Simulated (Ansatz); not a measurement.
`N#CC1=C(c2cccnc2)C2C=CC1C2`. Total charge 0; singlet. Geometry r2SCAN-D4/def2-SVP.

```xyz
25

N    -0.344    0.288   -3.619
C    -0.527    0.479   -2.479
C    -0.769    0.744   -1.118
C    -0.103    0.287   -0.013
C     1.048   -0.593    0.090
C     1.917   -0.851   -0.992
C     2.986   -1.721   -0.807
C     3.168   -2.311    0.449
N     2.359   -2.086    1.488
C     1.338   -1.251    1.308
C    -0.903    0.821    1.197
C    -2.268    0.116    1.175
C    -2.918    0.554    0.087
C    -1.990    1.553   -0.619
C    -1.325    2.197    0.622
H     1.757   -0.370   -1.960
H     3.679   -1.937   -1.626
H     4.006   -2.998    0.624
H     0.685   -1.099    2.177
H    -0.365    0.817    2.153
H    -2.582   -0.650    1.887
H    -3.888    0.230   -0.296
H    -2.447    2.209   -1.371
H    -0.472    2.848    0.372
H    -2.042    2.724    1.270
```

The restricted singlet is unstable towards broken spin symmetry in Hartree–Fock (as tested in another run); at HF/6-31G this wasn't settled.

Problem. Estimate the orbital energies around the gap (eV) in Ansatz with HF/6-31G, PBE-D4/def2-SVP, PBE-D4/def2-TZVP, PBE0-D4/def2-SVP, PBE0-D4/def2-TZVP.

Solution. 
```tsv
orbital	HF/6-31G	PBE-D4/def2-SVP	PBE-D4/def2-TZVP	PBE0-D4/def2-SVP	PBE0-D4/def2-TZVP
HOMO−5	-12.49	-7.97	-8.05	-9.37	-9.40
HOMO−4	-11.44	-7.76	-7.83	-8.99	-9.00
HOMO−3	-11.32	-7.20	-7.26	-8.31	-8.31
HOMO−2	-10.45	-6.47	-6.56	-7.66	-7.75
HOMO−1	-9.83	-5.93	-6.13	-7.51	-7.58
HOMO	-8.49	-5.73	-5.83	-6.73	-6.75
LUMO	1.32	-3.03	-3.13	-2.29	-2.35
LUMO+1	3.04	-1.83	-1.98	-0.92	-1.04
LUMO+2	3.94	-1.27	-1.44	-0.28	-0.43
LUMO+3	4.68	-0.71	-0.87	0.33	0.19
LUMO+4	5.23	-0.27	-0.46	0.83	0.65
LUMO+5	6.15	0.85	0.31	1.73	1.13
```
